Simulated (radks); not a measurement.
The numbers below are computed, except where a source is named.
Ionisation of the zirconium ion Zr2+, [Kr] 4d2, to [Kr] 4d1 as the strength of local exchange is varied. Code: a radial shooting solver on a logarithmic mesh with Libxc functionals. Model: Dirac Kohn-Sham, Slater X-alpha exchange (alpha = 2/3 is LDA exchange), no correlation, spin-unpolarised, spherical densities, finite nucleus; open shells fill j = l - 1/2 first; Fermi nuclear charge, rms radius 4.2694 fm.

alpha  E(Zr2+) (hartree)  exchange (hartree)  IE (eV)  -e of the level emptied (eV)  <r> of it (bohr)
0.566        -3574.65508           -89.70260   20.156                15.065 (4d3/2)             2.115
0.666        -3590.53694          -105.99518   21.518                16.263 (4d3/2)             2.037
0.667        -3590.69610          -106.15878   21.532                16.276 (4d3/2)             2.036
0.752        -3604.24865          -120.11304   22.742                17.351 (4d3/2)             1.975
0.904        -3628.60368          -145.30526   25.024                19.404 (4d3/2)             1.877

NIST Atomic Spectra Database: 23.170 eV (semi-empirical). The Delta-SCF value meets it near alpha = 0.78. Spin polarisation and multiplet splitting are left out, so open shells lie too high by an amount that depends on their filling.

Beside tabulated values, note that spin-unpolarised runs miss the spin-polarisation part of the exchange energy of open shells.
